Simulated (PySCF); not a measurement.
C₄H₈S, SMILES C1SCC1C.

Geometry optimised at ωB97X-D3(BJ)/def2-SVP.

These are PBE/def2-TZVP (PySCF) values and carry that method's errors.

Gas-phase values at a fixed geometry.

The total energy is -555.08926 hartree and the point group is Cs. The highest occupied level comes out as -5.01 eV and the lowest empty level is -0.72 eV. The orbital gap is 4.29 eV and the dipole moment is 2.00 D. The quadrupole, principal values (traceless, Buckingham form, about the centre of nuclear charge) is -4.49, 0.14, 4.35 D·Å and the mean static polarisability comes out as 66.3 bohr³ (9.83 Å³). The polarisability, principal values is 54.4, 66.6, 78.0 bohr³.
